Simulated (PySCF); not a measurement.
C2H2S, SMILES `SC#C` (charge 0, multiplicity 1)

These are PySCF 2.14.0 with PBE-D3(BJ)/def2-TZVP // PBE0-D3(BJ)/def2-TZVP values and carry that method's errors.

```
Property                         Value
-------------  -----------------------
HOMO                          -5.82 eV
dipole moment                0.173 e·Å
HOMO–LUMO gap                  4.52 eV
LUMO                          -1.30 eV
total energy              -12933.49 eV
cost           roughly 13 core-seconds
```

Bonds (Å): C1–C2 1.204, C1–H4 1.064, C2–S3 1.679, S3–H5 1.346. Angles (°): C2–C1–H4 179.3, C1–C2–S3 175.2, C2–S3–H5 96.7.
